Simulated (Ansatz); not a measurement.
Two members of one family (Series BH2X), computed with Ansatz in the gas phase. The two geometries come from different levels. A negative affinity means that the extra electron isn't bound at that geometry and level; within about 0.2 eV of zero the sign isn't settled. Binding counts from free atoms in the multiplicity of their measured ground term, without zero-point energy. A dash marks a value that wasn't run or was left out as unsound. The structures are stationary points that may keep the symmetry of their start. Remarks come from the PBE and PBE0 runs and from stability tests at other levels; not every state was tested. A HOMO above zero means that the electron is unbound at that level and held by the basis, or that self-interaction error raises the level; the energy of removing that electron tells which.

First: BH2Et (singlet, charge 0, PBE-D4/def2-TZVP geometry).

| atom | x (Å) | y (Å) | z (Å) |
| --- | --- | --- | --- |
| B1 | -1.115 | 0.638 | 0.512 |
| H2 | -2.130 | -0.012 | 0.507 |
| H3 | -0.910 | 1.370 | 1.448 |
| C4 | -0.032 | 0.426 | -0.584 |
| C5 | 0.832 | -0.734 | -0.002 |
| H6 | 0.618 | 1.299 | -0.745 |
| H7 | -0.436 | 0.106 | -1.556 |
| H8 | 1.651 | -0.980 | -0.692 |
| H9 | 1.282 | -0.463 | 0.965 |
| H10 | 0.239 | -1.649 | 0.148 |

| level | HOMO (eV) | LUMO (eV) | gap (eV) | vertical EA (eV) | binding per atom (eV) |
| --- | --- | --- | --- | --- | --- |
| r2SCAN-D4/def2-TZVPD | -7.69 | -1.83 | 5.86 | -0.35 | 3.82 |
| PBE0-D4/def2-SVP | -8.77 | -1.12 | 7.65 | – | 3.86 |
| PBE0-D4/def2-TZVP | -8.78 | -1.23 | 7.55 | – | 3.83 |
| PBE0-D4/def2-TZVPD | -8.79 | -1.26 | 7.53 | -0.41 | 3.83 |
| BHLYP-D4/def2-TZVP | -10.11 | -0.21 | 9.89 | – | 3.76 |

Remarks: HOMO above zero (-1 doublet).

Second: BH2(OEt) (singlet, charge 0, r2SCAN-D4/def2-SVP geometry).

```
atom    x (Å)    y (Å)    z (Å)
  B1   1.4528   1.0533   0.8155
  H2   1.2333   0.6003   1.9234
  H3   2.4659   1.6519   0.5395
  O4   0.5523   0.9001  -0.1678
  C5  -0.6770   0.1983   0.0112
  C6  -0.6780  -1.0707  -0.8142
  H7  -0.8266  -0.0218   1.0837
  H8  -1.4846   0.8741  -0.3159
  H9  -1.6500  -1.5806  -0.7309
 H10  -0.4947  -0.8421  -1.8750
 H11   0.1066  -1.7630  -0.4694
```

**Question.** Estimate how these quantities change from the first to the second (second minus first).

**Answer.** 
```
               level  Δ HOMO (eV)  Δ LUMO (eV)  Δ gap (eV)  Δ vertical EA (eV)  Δ binding per atom (eV)
r2SCAN-D4/def2-TZVPD         0.35         0.89        0.54               -0.67                     0.19
    PBE0-D4/def2-SVP         0.36         1.02        0.67                   –                     0.19
   PBE0-D4/def2-TZVP         0.29         0.91        0.62                   –                     0.18
  PBE0-D4/def2-TZVPD         0.28         0.85        0.58               -0.60                     0.18
  BHLYP-D4/def2-TZVP         0.17         0.82        0.66                   –                     0.15
```

Remarks: HOMO above zero (-1 doublet).
